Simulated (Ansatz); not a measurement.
Species: TlCl (charge 0, singlet). SMILES: [Tl][Cl]
Structure (B3LYP-D3(BJ)/def2-TZVP (Ansatz, an electronic-structure program) minimum search):
```
Cl
Tl 1 2.5322
```
Charge 0, spin multiplicity 1.

Wanted: vertical ionisation energy (to the doublet state of charge +1; each state is the SCF solution reached for its spin), in eV. Valence correlation only, unless marked. UHF or UKS for open shells. Spin-orbit coupling is left out. The frozen core is the preceding noble-gas configuration, with the filled d and f shells of earlier blocks. In def2 rows, elements after Kr have scalar-relativistic effective core potentials. CBS marks a two-point X^-3 extrapolation of the correlation energy; Hartree-Fock from the larger set.

| level | program | vertical ionisation energy (eV) |
|---|---|---|
| SVWN5/def2-TZVPD | Ansatz | 10.06 |

Task: Predict the CCSD(T)/CBS(def2-TZVPPD,def2-QZVPPD) result (Ansatz).

Result: 9.69 eV
